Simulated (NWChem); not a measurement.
# C$_{2}$H$_{4}$BFO$_{2}$; SMILES C(=O)(B(F)C)O

```xyz
10

C     -1.0964    -1.6516     0.4790
B      0.0755    -0.7598    -0.0164
F      1.2023    -1.2753    -0.4832
C     -0.0650     0.8401    -0.0618
O     -0.9412     1.3867    -0.6878
O      0.8581     1.5160     0.6325
H     -1.2862    -1.4591     1.5495
H     -0.9186    -2.7264     0.3377
H     -2.0205    -1.3527    -0.0431
H      0.6601     2.4628     0.5257
```
Atoms are numbered in this order, from 1.

The geometry was optimised at PBE0/def2-SVP.

Q: List the 6 lowest vertical singlet excitations from Hartree-Fock/def2-SVP, TDHF (NWChem).

A: 
```csv
state,energy (eV),oscillator strength,leading excitation (squared amplitude)
S1,5.76,0.005,HOMO → LUMO (0.59)
S2,7.92,0.002,HOMO−2 → LUMO (0.38)
S3,8.90,0.072,HOMO−1 → LUMO (0.60)
S4,9.73,0.015,HOMO−5 → LUMO (0.18)
S5,10.39,0.051,HOMO−2 → LUMO (0.29)
S6,10.61,0.038,HOMO−1 → LUMO+2 (0.25)
```
